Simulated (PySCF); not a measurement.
# A series of derivatives of delta-valerolactone

Parent skeleton `[O:1]=[C:2]1[CH2:3][CH2:4][CH2:5][CH2:6][O:7]1`; one hydrogen on atom 6 is replaced by X. Hydrogens on one atom are averaged.

One computed conformer, gas phase, non-relativistic Hamiltonian. Shielding tensors at PBE0/pcSseg-1 (GIAO); GFN2-xTB structure; PySCF 2.14.

Scale: H2O for $^{17}$O (σ = 336.08 ppm); $^{13}$C (σ = 186.93 ppm) and $^{1}$H (σ = 31.72 ppm) vs TMS (reference shieldings calculated alike).

Parent (X = H): O1 467.8, C2 170.4, C3 34.1, C4 25.0, C5 27.2, C6 71.3, O7 209.4, H(C3) 2.52, H(C4) 1.74 ppm. Effects are Δδ = δ(X) − δ(H), positive for deshielding.

Task: Give Δδ (ppm) for X = OCHF2, SCH3, F, COOH.

Result: 
```csv
X,SMILES,O1,C2,C3,C4,C5,C6,O7,H(C3),H(C4)
OCHF2,O=C1CCC[C@@H](OC(F)F)O1,+19.0,+0.7,-0.2,-6.3,+3.7,+26.8,+29.3,+0.09,+0.30
SCH3,CS[C@@H]1CCCC(=O)O1,-0.8,-0.8,-0.3,-1.6,+4.3,+17.0,+20.6,-0.07,-0.01
F,O=C1CCC[C@@H](F)O1,+8.3,+3.5,-1.4,-4.9,+4.1,+38.9,+41.4,+0.05,+0.17
COOH,O=C1CCC[C@H](C(=O)O)O1,-0.4,+4.1,-1.3,-3.6,+0.1,+3.4,-1.7,-0.06,+0.15
```

Task: Which position responds most, and to which substituents?

Result: O7: from -1.7 ppm with COOH to +41.4 ppm with F.

Unscaled 17O shifts of doubly bonded oxygen tend to come out too high, by tens of ppm or more. Experimental scales use liquid or dissolved standards, which lie at an offset from isolated H2O (liquid H2O: subtract about 36 ppm).
